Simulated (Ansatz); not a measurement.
Species: sum formula PbClF, net charge 0, singlet state. SMILES: [F][Pb][Cl]
Geometry: optimised at B3LYP-D3(BJ)/def2-TZVP (Ansatz, a quantum-chemistry and plane-wave program).

Property: vertical triplet-singlet gap (E(triplet) - E(singlet); each state is the SCF solution reached for its spin), in kcal/mol. Cores are frozen in the correlated levels unless marked. UHF or UKS for open shells. No spin-orbit coupling. The frozen core is the preceding noble-gas configuration, with the filled d and f shells of earlier blocks. Past Kr the def2 sets carry scalar-relativistic core potentials. CBS marks a two-point X^-3 extrapolation of the correlation energy; Hartree-Fock from the larger set. The bracket is a focal-point correction in the basis named.

| level | program | vertical triplet-singlet gap (kcal/mol) |
|---|---|---|
| HF/def2-TZVPPD | Ansatz | 76.9 |

Q: Predict the RI-MP2/CBS(def2-TZVPPD,def2-QZVPPD)+[CCSD(T)-MP2]/def2-TZVPPD result (Ansatz).

A: 88.2 kcal/mol, so HF/def2-TZVPPD differs from it by -11.3 kcal/mol.
